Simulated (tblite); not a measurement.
Species: C4H12O2SSi2.
SMILES with atom numbers: `[CH3:1][C@H:2]([CH2:3][SiH2:4][S:5][SiH3:6])[C:7](=[O:8])[OH:9]` (hydrogens: H10, H11, H12 on C1; H13 on C2; H14, H15 on C3; H16, H17 on Si4; H18, H19, H20 on Si6; H21 on O9)

The geometry is computed with GFN2-xTB (gas phase).

(1) What internal coordinates does the optimisation give?

Results:

(1) 
| bond | length (pm) | order |
| --- | --- | --- |
| C1–C2 | 152.7 | single |
| C2–C3 | 152.4 | single |
| C3–Si4 | 190.2 | single |
| Si4–S5 | 216.1 | single |
| S5–Si6 | 213.4 | single |
| C2–C7 | 150.4 | single |
| C7=O8 | 120.8 | double |
| C7–O9 | 132.9 | single |
| C1–H10, C1–H11, C1–H12 | 108.7 | single |
| C2–H13 | 109.8 | single |
| C3–H14 | 109.0 | single |
| C3–H15 | 108.9 | single |
| Si4–H16 | 147.2 | single |
| Si4–H17 | 145.2 | single |
| Si6–H18, Si6–H19, Si6–H20 | 145.6 | single |
| O9–H21 | 97.1 | single |

Bonds in one row agree within 1 pm and their mean is given. Orders are formal, as drawn. A selection of angles:
| angle | degrees |
| --- | --- |
| C1–C2–C3 | 113.0 |
| C1–C2–C7 | 112.2 |
| C3–C2–C7 | 108.7 |
| C2–C3–Si4 | 113.3 |
| C3–Si4–S5 | 106.5 |
| Si4–S5–Si6 | 102.0 |
| C2–C7–O8 | 123.4 |
| C2–C7–O9 | 114.7 |
| O8–C7–O9 | 121.9 |
| H21–O9–C7 | 110.3 |

Dihedral angles: C1–C2–C3–Si4 -176° (antiperiplanar); C2–C3–Si4–S5 -36° (synclinal); C3–Si4–S5–Si6 -177° (antiperiplanar); C1–C2–C7–O8 144° (anticlinal); H21–O9–C7–C2 -177° (antiperiplanar).

The C–O distances run from 1.208 Å (C7=O8, drawn double) to 1.329 Å (C7–O9, drawn single), a spread of 0.121 Å. Si6 (SiH3 silicon) is distorted tetrahedral (angles from 103.1° to 112.7°). The S–Si distances run from 2.134 Å (S5–Si6, drawn single) to 2.161 Å (Si4–S5, drawn single), a spread of 0.027 Å. Si4 (SiH2 silicon) is distorted tetrahedral (angles from 104.0° to 119.6°). Of the pairs four or more bonds apart, Si4···O8 is among the closest relative to their van der Waals radii: 2.64 Å, 73 % of the sum of Bondi's values. The 3 C–C bonds span 1.504 Å (C2–C7, drawn single) to 1.527 Å (C1–C2, drawn single), a spread of 0.023 Å.

Point group: C1 (no symmetry element, even within 0.4 Å). Its GFN2-xTB frequencies are all real (lowest 20 cm⁻¹). The numbers are those of one conformer (C1–C2–C3–Si4 -176°, C2–C3–Si4–S5 -36°, C3–Si4–S5–Si6 -177°, C1–C2–C7–O8 144°, C2–C7–O9–H -177°). 3 starts were optimised and ended at 0.00, 0.53 and 3.11 kcal/mol (GFN2-xTB); the lowest of these is shown.
